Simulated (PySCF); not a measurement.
These 2 structures share the formula C2H7BF2O. The calculation used PBE0-D3(BJ)/def2-SVP geometry optimisation, gas phase in PySCF. One conformer each; no zero-point energy, no entropy. No frequencies were run at this level. Point groups hold within 0.08 Å.

**Question.** Order them by energy at this level, lowest first, and give relative energies in kcal/mol.
A. `[CH3:1][O+:2]([BH2-:3][F:4])[CH2:5][F:6]` with C1–O2–B3–F4 -69°, C1–O2–C5–F6 -67°
B. `[BH3-:1][O+:2]([CH3:3])[CH:4]([F:5])[F:6]` with B1–O2–C4–F5 -59°

**Answer.** A (0.0), B (39.6).

As drawn, the lower has a B–F bond, which the higher lacks; the higher has two fluorines on one carbon, which the lower lacks.

```json
{"SMILES": "C[O+]([BH2-]F)CF", "E (Eh)": "-379.52065", "E rel (kcal/mol)": "0.0", "dipole (D)": "3.38", "point group": "C1", "A, B, C (MHz)": "6125, 2168, 1859"}
{"SMILES": "[BH3-][O+](C)C(F)F", "E (Eh)": "-379.45755", "E rel (kcal/mol)": "39.6", "dipole (D)": "5.40", "point group": "C1", "A, B, C (MHz)": "4654, 2873, 2492"}
```

**Question.** How do the relative energies change in single points at B3LYP/pcSseg-1 (no added dispersion term) on the same geometries?

**Answer.** 
```csv
SMILES,PBE0-D3(BJ)/def2-SVP (kcal/mol),B3LYP/pcSseg-1 (kcal/mol),shift
C[O+]([BH2-]F)CF,0.0,0.0,0.0
[BH3-][O+](C)C(F)F,39.6,42.1,+2.5
```

Each column counts from its own lowest isomer. The order is unchanged; the largest shift is 2.5 kcal/mol.
